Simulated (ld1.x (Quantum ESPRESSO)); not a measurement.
**cerium (Ce): PAW pseudisation with PBE, scalar-relativistic reference atom.**

ld1.x (Quantum ESPRESSO) 7.5 input, shortened:

```
&input
   title='Ce', zed=58., rel=1, dft='PBE', iswitch=3,
   config='[Xe] 4f1 5d1 6s0 6p0'
 /
 &inputp
   pseudotype=3, lpaw=.true., tm=.true., lloc=-2, rcloc=4.32,
   nlcc=.true., new_core_ps=.true., rcore=0.60,
   which_augfun='BESSEL', rmatch_augfun=1.00
 /
8
5S  1  0   2.00   0.00  2.45  2.95  0.0
6S  2  0   0.00   0.00  2.45  2.95  0.0
5P  2  1   6.00   0.00  2.20  2.85  0.0
6P  3  1   0.00   0.00  2.20  2.85  0.0
5D  3  2   1.00   0.00  3.65  3.85  0.0
5D  3  2   0.00  -0.20  3.65  3.85  0.0
4F  4  3   1.00   0.00  1.05  1.30  0.0
4F  4  3   0.00   0.60  1.05  1.30  0.0
 &test
   configts(1)='4f1 5s2 5p6 5d1 6s0 6p0'
 /
```

Poles of the logarithmic derivatives, all-electron (AE) and pseudo (PS). s: poles at -0.7, 2.0 (AE) and -0.7, 2.1 (PS) Ry. p: poles at -2.6, -0.1, 2.7 (AE) and -2.6, -0.1, 3.0 (PS) Ry. d: poles at -1.0, 0.9, 4.0 (AE) and -1.0, 0.9, 4.2 (PS) Ry. f: poles at 0.4, 2.6 (AE) and 0.4, 2.9 (PS) Ry. Test radius 4.69 bohr.

- Cutoffs needed: 80 Ry and 110 Ry (the cutoffs (Ry, on a coarse ladder) from which the occupation-weighted sum of valence levels, in a spherical-Bessel basis at the reference potential, stays within 10 and 1 mRy of its value at 400 Ry)
- Ghost test: no extra level below or beside the all-electron valence levels (s, p, d, f tested) (spherical-Bessel basis up to 400 Ry, 20 bohr box)
- Configuration tests: test run stopped at test 1 of 7 (negative rho)
- Lowest eigenvalue of the overlap operator: 0.12 (p channel)
